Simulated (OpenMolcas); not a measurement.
A run on Ru2+ among 4 point charges of -2 e arranged as a tetrahedron (Td), 2.07 Å from the ion.

```yaml
Program: OpenMolcas 26.06
Method: CASSCF
Basis: ANO-RCC-VTZP [7s6p4d2f1g]
Scalar_Hamiltonian: DKH2, point nucleus
Active_space: 6 electrons in 5 orbitals (4d)
State_averaging: 2S+1 = 5 even, 5 roots; 2S+1 = 3 even, 45 roots; 2S+1 = 1 even, 50 roots
Spin-orbit_coupling: state interaction with AMFI integrals over the reference wave functions
```

68 basis functions. Blocks (2S+1, parity, CSFs, roots kept): 5, even, 5, 5; 3, even, 45, 45; 1, even, 50, 50.

Question: How long do the RASSCF and RASSI steps take on 1 thread of Intel(R) Xeon(R) Platinum 8488C (Sapphire Rapids) (shared host)?

Answer: About 29 s of wall time, without the integral step.
